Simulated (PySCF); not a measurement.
ethylene (C2H4), singlet, at a GFN2-xTB geometry; M06/def2-SVP run with PySCF.

The PySCF input:
```python
from pyscf import gto, scf, dft

mol = gto.M(
    atom='''
C    -0.013287   -0.006567    0.658005
C     0.013287    0.006567   -0.658005
H    -0.020896    0.901691    1.238223
H    -0.028738   -0.926221    1.219823
H     0.028738    0.926221   -1.219823
H     0.020896   -0.901691   -1.238223
''',
    basis='def2-svp',
    charge=0,
    spin=0,
    verbose=4,
)

mf = dft.RKS(mol)
mf.xc = 'm06'
mf.kernel()
```

What the program printed (banner, timings and long lists left out):

```
PySCF version 2.14.0

[INPUT] verbose = 4
[INPUT] num. atoms = 6
[INPUT] num. electrons = 16
[INPUT] charge = 0
[INPUT] spin (= nelec alpha-beta = 2S) = 0
[INPUT] symmetry False subgroup None
[INPUT] Mole.unit = angstrom
[INPUT] Symbol           X                Y                Z      unit          X                Y                Z       unit  Magmom
[INPUT]  1 C     -0.013287000000  -0.006567000000   0.658005000000 AA   -0.025108791017  -0.012409831460   1.243449238594 Bohr   0.0
[INPUT]  2 C      0.013287000000   0.006567000000  -0.658005000000 AA    0.025108791017   0.012409831460  -1.243449238594 Bohr   0.0
[INPUT]  3 H     -0.020896000000   0.901691000000   1.238223000000 AA   -0.039487717099   1.703949038985   2.339902351137 Bohr   0.0
[INPUT]  4 H     -0.028738000000  -0.926221000000   1.219823000000 AA   -0.054306949368  -1.750304020821   2.305131390445 Bohr   0.0
[INPUT]  5 H      0.028738000000   0.926221000000  -1.219823000000 AA    0.054306949368   1.750304020821  -2.305131390445 Bohr   0.0
[INPUT]  6 H      0.020896000000  -0.901691000000  -1.238223000000 AA    0.039487717099  -1.703949038985  -2.339902351137 Bohr   0.0

nuclear repulsion = 33.6665198777589
number of shells = 24
number of NR pGTOs = 76
number of NR cGTOs = 48
basis = def2-svp
ecp = {}

******** <class 'pyscf.dft.rks.RKS'> ********
method = RKS
initial guess = minao
damping factor = 0
level_shift factor = 0
DIIS = <class 'pyscf.scf.diis.CDIIS'>
diis_start_cycle = 1
diis_space = 8
diis_damp = 0
SCF conv_tol = 1e-09
SCF conv_tol_grad = None
SCF max_cycles = 50
direct_scf = True
direct_scf_tol = 1e-13
XC library pyscf.dft.libxc version 7.1.2
    S. Lehtola, C. Steigemann, M. J. T. Oliveira, and M. A. L. Marques,  SoftwareX 7, 1–5 (2018)
XC functionals = m06
    Y. Zhao and D. G. Truhlar,  Theor. Chem. Acc. 120, 215 (2008)
    Y. Zhao and D. G. Truhlar,  Theor. Chem. Acc. 120, 215 (2008)
radial grids:
    Treutler-Ahlrichs [JCP 102, 346 (1995); DOI:10.1063/1.469408] (M4) radial grids

becke partition: Becke, JCP 88, 2547 (1988); DOI:10.1063/1.454033
pruning grids: <function nwchem_prune>
grids dens level: 3
symmetrized grids: False
atomic radii adjust function: <function treutler_atomic_radii_adjust>
small_rho_cutoff = 0
Set gradient conv threshold to 3.16228e-05
Initial guess from minao.
tot grids = 67472
init E= -78.4916585522571
  HOMO = -0.335709899669413  LUMO = -0.0760958055107275  gap/eV = 7.06446
cycle= 1 E= -78.4318175049356  delta_E= 0.0598  |g|= 0.275  |ddm|= 2.27
  HOMO = -0.228630981901611  LUMO = 0.0659642566408145  gap/eV = 8.01634
cycle= 2 E= -78.4325240679051  delta_E= -0.000707  |g|= 0.28  |ddm|= 0.547
  HOMO = -0.288716042158672  LUMO = 0.0171385334496654  gap/eV = 8.32273
cycle= 3 E= -78.454354034195  delta_E= -0.0218  |g|= 0.00565  |ddm|= 0.275
  HOMO = -0.28899172046378  LUMO = 0.0168545605307555  gap/eV = 8.32250
cycle= 4 E= -78.4543661291295  delta_E= -1.21e-05  |g|= 0.000672  |ddm|= 0.0108
  HOMO = -0.288796195678957  LUMO = 0.0169546418867719  gap/eV = 8.31990
cycle= 5 E= -78.4543662730856  delta_E= -1.44e-07  |g|= 0.000125  |ddm|= 0.000722
  HOMO = -0.288774379129084  LUMO = 0.0169763638847309  gap/eV = 8.31990
cycle= 6 E= -78.4543662774912  delta_E= -4.41e-09  |g|= 3.28e-05  |ddm|= 0.000167
  HOMO = -0.288780634385815  LUMO = 0.0169676664219369  gap/eV = 8.31984
cycle= 7 E= -78.4543662778041  delta_E= -3.13e-10  |g|= 1.86e-06  |ddm|= 3.39e-05
  HOMO = -0.288781348377575  LUMO = 0.0169672280226876  gap/eV = 8.31984
Extra cycle  E= -78.4543662778049  delta_E= -8.24e-13  |g|= 1e-06  |ddm|= 4.62e-06
converged SCF energy = -78.4543662778049
```
